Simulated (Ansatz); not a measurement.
Total energies of CH₈ClGeNSi (`C[N]([GeH3])[SiH2]Cl`).

```json
{"atom": "C1", "x (Å)": "-0.5224", "y (Å)": "-0.8645", "z (Å)": "1.1556"}
{"atom": "N2", "x (Å)": "0.0354", "y (Å)": "-0.2107", "z (Å)": "-0.0227"}
{"atom": "Ge3", "x (Å)": "-1.2056", "y (Å)": "0.4563", "z (Å)": "-1.2210"}
{"atom": "Si4", "x (Å)": "1.6723", "y (Å)": "0.2464", "z (Å)": "-0.0282"}
{"atom": "Cl5", "x (Å)": "2.0734", "y (Å)": "1.9176", "z (Å)": "1.1308"}
{"atom": "H6", "x (Å)": "-1.2573", "y (Å)": "-1.6238", "z (Å)": "0.8682"}
{"atom": "H7", "x (Å)": "-1.0129", "y (Å)": "-0.1581", "z (Å)": "1.8356"}
{"atom": "H8", "x (Å)": "0.2646", "y (Å)": "-1.3734", "z (Å)": "1.7198"}
{"atom": "H9", "x (Å)": "-2.0723", "y (Å)": "-0.7268", "z (Å)": "-1.6868"}
{"atom": "H10", "x (Å)": "-0.4343", "y (Å)": "1.0883", "z (Å)": "-2.3845"}
{"atom": "H11", "x (Å)": "-2.1019", "y (Å)": "1.4950", "z (Å)": "-0.5205"}
{"atom": "H12", "x (Å)": "2.4897", "y (Å)": "-0.8385", "z (Å)": "0.5630"}
{"atom": "H13", "x (Å)": "2.0712", "y (Å)": "0.5922", "z (Å)": "-1.4093"}
```

Charge 0, multiplicity 1. Correlated methods include outer-core shells of Ge, which these sets cover unevenly. Scalar relativity is left out up to krypton. All single points use the PBE0-D4/def2-TZVP geometry. It is one conformer, not always the lowest. Basis def2-TZVPP, Ansatz.

RPA on PBE orbitals: Hartree–Fock energy of these orbitals -2920.83477 Eh, correlation -1.61247 Eh (frozen core).

```csv
functional,energy without D4 (Eh),D4 term (kJ/mol)
BLYP,-2924.48949,-74.1
B3LYP,-2924.58763,-55.7
```

Question: Give the same for LDA (SPW92), PBE, revPBE, r2SCAN, B97M-V, PBE0, r2SCANh, r2SCAN0, HSE06 (plane-wave form), BHLYP, CAM-B3LYP, LC-ωPBE, ωB97X-V, ωB97M-V, B2PLYP, PBE-QIDH. (Best estimate.)

Answer: Ansatz gave: 
```
             functional  energy without D4 (Eh)  D4 term (kJ/mol)
            LDA (SPW92)             -2917.82604                 –
                    PBE             -2923.70716             -34.5
                 revPBE             -2924.15315             -95.9
                 r2SCAN             -2924.37667              -8.7
                 B97M-V             -2923.91444                 –
                   PBE0             -2923.84586             -29.6
                r2SCANh             -2924.36237              -9.3
                r2SCAN0             -2924.34258             -10.3
HSE06 (plane-wave form)             -2923.82619             -27.8
                  BHLYP             -2924.42191             -44.9
              CAM-B3LYP             -2924.59202             -30.4
                LC-ωPBE             -2923.95785                 –
                ωB97X-V             -2924.17177                 –
                ωB97M-V             -2924.28486                 –
                 B2PLYP             -2923.79580                 –
               PBE-QIDH             -2923.34514                 –
```

B3LYP takes the VWN-RPA correlation (the form of Gaussian; ORCA's B3LYP/G). HSE06 is the plane-wave form, built on full-range PBE exchange. The double hybrids freeze the cores in their second-order part.

LC-ωPBE has ω = 0.4 bohr⁻¹.
